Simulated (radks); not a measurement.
The iodine anion I- inside a hard spherical wall (all orbitals vanish at R), configuration held at [Xe] and not refilled when levels cross. All-electron calculation, scalar-relativistic Kohn-Sham, PBEsol, spin-polarised, spherical densities, point nucleus. Program: a radial shooting solver on a logarithmic mesh with Libxc functionals. Eigenvalues in eV for spin up, with the zero of energy where the potential of the charges vanishes at infinity; a dash marks a level that is unbound or too diffuse for the functional's potential to be trusted. A positive occupied level is held by the wall or, in an anion where self-interaction has pushed it up, behind a barrier. The pressure on the wall is -dE/dV.

[
 {"R (bohr)": "15", "E (hartree)": "-7113.55302", "kinetic (hartree)": "7466.370", "e(4p)": "-119.51", "e(4d)": "-42.346", "e(5s)": "-9.925", "e(5p)": "-0.064", "e(6s, empty)": "3.014", "e(5d, empty)": "4.116", "pressure (GPa)": "0.000191"},
 {"R (bohr)": "12", "E (hartree)": "-7113.55279", "kinetic (hartree)": "7466.372", "e(4p)": "-119.48", "e(4d)": "-42.316", "e(5s)": "-9.898", "e(5p)": "-0.040", "e(6s, empty)": "3.692", "e(5d, empty)": "5.305", "pressure (GPa)": "0.00330"},
 {"R (bohr)": "10", "E (hartree)": "-7113.55170", "kinetic (hartree)": "7466.379", "e(4p)": "-119.38", "e(4d)": "-42.223", "e(5s)": "-9.814", "e(5p)": "0.037", "e(6s, empty)": "4.525", "e(5d, empty)": "6.482", "pressure (GPa)": "0.0273"},
 {"R (bohr)": "8", "E (hartree)": "-7113.54470", "kinetic (hartree)": "7466.423", "e(4p)": "-119.01", "e(4d)": "-41.851", "e(5s)": "-9.494", "e(5p)": "0.337", "e(6s, empty)": "6.281", "e(5d, empty)": "8.243", "pressure (GPa)": "0.293"},
 {"R (bohr)": "4", "E (hartree)": "-7112.78122", "kinetic (hartree)": "7469.856", "e(4p)": "-108.62", "e(4d)": "-31.675", "e(5s)": "-1.399", "e(5p)": "9.438", "e(6s, empty)": "36.498", "e(5d, empty)": "25.113", "pressure (GPa)": "156"},
 {"R (bohr)": "3.5", "E (hartree)": "-7111.97570", "kinetic (hartree)": "7472.997", "e(4p)": "-102.81", "e(4d)": "-26.082", "e(5s)": "3.642", "e(5p)": "15.558", "e(6s, empty)": "55.109", "e(5d, empty)": "34.412", "pressure (GPa)": "447"},
 {"R (bohr)": "3", "E (hartree)": "-7110.13248", "kinetic (hartree)": "7479.694", "e(4p)": "-93.573", "e(4d)": "-17.272", "e(5s)": "13.034", "e(5p)": "27.031", "e(6s, empty)": "88.600", "e(5d, empty)": "50.994", "pressure (GPa)": "1440"},
 {"R (bohr)": "2.5", "E (hartree)": "-7105.44940", "kinetic (hartree)": "7495.902", "e(4p)": "-77.790", "e(4d)": "-2.246", "e(5s)": "33.082", "e(5p)": "51.181", "e(6s, empty)": "154.32", "e(5d, empty)": "83.649", "pressure (GPa)": "5600"},
 {"R (bohr)": "2", "E (hartree)": "-7091.41170", "kinetic (hartree)": "7542.495", "e(4p)": "-46.991", "e(4d)": "28.216", "e(5s)": "85.243", "e(5p)": "111.73", "e(6s, empty)": "301.22", "e(5d, empty)": "157.78", "pressure (GPa)": "28500"},
 {"R (bohr)": "1.5", "E (hartree)": "-7038.00731", "kinetic (hartree)": "7703.919", "e(4p)": "26.793", "e(4d)": "107.74", "e(5s)": "258.12", "e(5p)": "299.91", "e(6s, empty)": "698.15", "e(5d, empty)": "361.97", "pressure (GPa)": "215000"}
]
